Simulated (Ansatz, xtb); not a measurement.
## Relaxing a trial structure of ClH2NOSi

The starting geometry of this gas-phase triplet was built from a drawn formula by distance geometry and a force field; its bonds are those of `NO[Si]Cl`.

```xyz
6

Cl   -3.2848    4.0650    0.3527
N    -1.2695    0.3102    1.2379
O    -2.2283    1.3962    1.1924
Si   -1.7334    2.7141    0.2775
H    -1.1553    0.1625    2.2170
H    -1.7701   -0.4393    0.8687
```

Predict what it relaxes into with r2SCAN-D4/def2-SVP.

It keeps its bonds, and is `NO[Si]Cl`.

The energy falls by 0.33 eV over 13 steps:

```
step  E − E(last) (eV)
   1             0.331
   2             0.234
   4             0.218
   5             0.218
   6             0.211
   8             0.120
   9             0.037
  10             0.009
  12             0.000
  13             0.000
```

Final geometry (Å):

```xyz
6

Cl   -3.3938    3.5470   -0.2395
N    -1.3687    0.3563    1.0828
O    -1.7693    1.5831    1.7399
Si   -1.6819    3.0064    0.8277
H    -0.9648   -0.1806    1.8561
H    -2.2630   -0.1038    0.8792
```

From the same start GFN2-xTB ends elsewhere, at `N[Si](=O)Cl`.

No frequencies were run, so the end isn't proven a minimum. Open shells are spin-unrestricted. The triplet needn't be the ground state. Run with Ansatz 0.2.0, 3.1 min on 1 thread of Intel(R) Xeon(R) Processor @ 2.50GHz (Skylake/Cascade Lake), on a shared host.
